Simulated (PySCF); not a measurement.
## TDDFT excited states: C6H7OPSi

C6H7OPSi.
Structure used (GFN2-xTB), in Å, numbered top down from 1:
```xyz
16
C6H7OPSi angstrom
C      3.927    1.928   -0.295
C      2.981    1.211   -0.094
C      1.911    0.405    0.127
C      0.989   -0.348    0.344
C     -0.160   -1.166    0.547
C     -0.635   -1.926   -0.698
O     -1.894   -1.299   -0.940
Si    -1.873   -0.284    0.366
P     -1.773    1.860   -0.239
H      4.751    2.552   -0.469
H     -0.036   -1.807    1.418
H      0.008   -1.792   -1.569
H     -0.794   -2.991   -0.519
H     -2.842   -0.728    1.377
H     -1.443    2.308    1.030
H     -3.124    2.085   -0.037
```

Level of theory: PySCF, TDDFT CAM-B3LYP/def2-SVPD, vertical, gas phase, core orbitals frozen in the response.

```csv
state,E (eV),λ (nm),ν̃ (cm⁻¹),f,|μ| (D),"main configurations (H = HOMO, L = LUMO)"
S1,4.56,271.9,36780,0.0004,0.15,H→L+1 (81%)
S2,4.83,256.6,38970,0.014,0.87,"H-1→L+1 (38%), H→L (30%), H→L+2 (18%)"
S3,4.93,251.6,39740,0.0015,0.28,"H-1→L (46%), H-1→L+2 (35%)"
S4,5.73,216.4,46210,0.042,1.39,"H→L (35%), H-2→L (24%), H→L+2 (23%)"
S5,6.00,206.6,48390,0.028,1.11,"H-2→L (46%), H→L (15%), H-2→L+2 (14%)"
S6,6.40,193.6,51640,0.0049,0.45,"H-1→L+2 (42%), H-1→L (36%)"
S7,6.52,190.2,52570,0.076,1.75,"H→L+3 (57%), H→L+2 (9%)"
S8,6.67,186.0,53760,0.0044,0.42,"H-3→L (54%), H-3→L+2 (13%)"
```

Triplets (Tamm–Dancoff): T1 3.83 eV, H-1→L+1 (31%), H→L (27%), H→L+2 (22%); T2 4.18 eV, H→L+1 (63%), H-1→L (10%), H-1→L+2 (9%); T3 4.21 eV, H-1→L+1 (51%), H→L (19%), H→L+2 (13%).

The lowest singlet lies at 4.56 eV (272 nm, ultraviolet) and is dark (f under 0.0005); its leading configuration is HOMO→LUMO+1 (81%). The strongest level in the table is S7 at 6.52 eV (190 nm, f = 0.076). Löwdin shares by element: HOMO carbon 73% or more (atoms not listed hold the other 27%); LUMO silicon 26%, carbon 18% or more, phosphorus 9% (atoms not listed hold the other 47%). The listed states span 2.11 eV, and the widest gap between neighbours is 0.80 eV (S3 to S4). Of the 8 states listed, 4 reach f = 0.01 and 1 stays under 0.0005. Orbital energies (eV): HOMO-3 -9.78, HOMO-2 -9.08, HOMO-1 -8.44, HOMO -8.08, LUMO 0.21, LUMO+1 0.44, LUMO+2 0.69. Only the lowest 8 singlets were computed, as vertical energies without vibronic structure.

One conformer stands for the species.
